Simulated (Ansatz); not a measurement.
Reaction 1.5 R1 → P1, each structure at its B3LYP-D3(BJ)/def2-TZVP stationary point, reached from a drawn start (curvature not checked).
R1: O2 (SMILES O=O), charge 0, multiplicity 3.
P1, O3 (SMILES O=[O+][O-]) (charge 0, multiplicity 1):
```json
[
 {"atom": "O", "x (Å)": "0.0000", "y (Å)": "0.0000", "z (Å)": "-0.4286"},
 {"atom": "O", "x (Å)": "1.0762", "y (Å)": "0.0000", "z (Å)": "0.2143"},
 {"atom": "O", "x (Å)": "-1.0762", "y (Å)": "0.0000", "z (Å)": "0.2143"}
]
```

P less R. No zero-point or thermal terms; singlets are restricted closed shells; open shells are unrestricted; no spin–orbit coupling.

Frozen-core correlation throughout.

Run with Ansatz (Gaussian orbitals). Each number belongs to the level named beside it.

Total energies in hartree:

| structure | PBE/def2-TZVPP | r2SCAN/def2-TZVPP | CCSD(T)/cc-pVQZ |
|---|---|---|---|
| R1 | -150.248611 | -150.324131 | -150.173871 |
| P1 | -225.323026 | -225.417573 | -225.201791 |

Q: Work out the reaction energy at each level in kcal/mol (1 hartree = 627.50947 kcal/mol), and say how far PBE/def2-TZVPP lies from CCSD(T)/cc-pVQZ.

A: 
- PBE/def2-TZVPP: (-225.323026) − 1.5 × (-150.248611) = 0.049891 hartree = 31.31 kcal/mol
- r2SCAN/def2-TZVPP: (-225.417573) − 1.5 × (-150.324131) = 0.068624 hartree = 43.06 kcal/mol
- CCSD(T)/cc-pVQZ: (-225.201791) − 1.5 × (-150.173871) = 0.059016 hartree = 37.03 kcal/mol
PBE/def2-TZVPP less CCSD(T)/cc-pVQZ: -5.72 kcal/mol. CCSD(T)/cc-pVQZ is the level counted from, the highest shown, and no exact or measured value.

Doubts at one or more of the structures used: other coupled-cluster roots may lie near (CCSD(T)/cc-pVQZ).

Ansatz is a quantum-chemistry and plane-wave program.
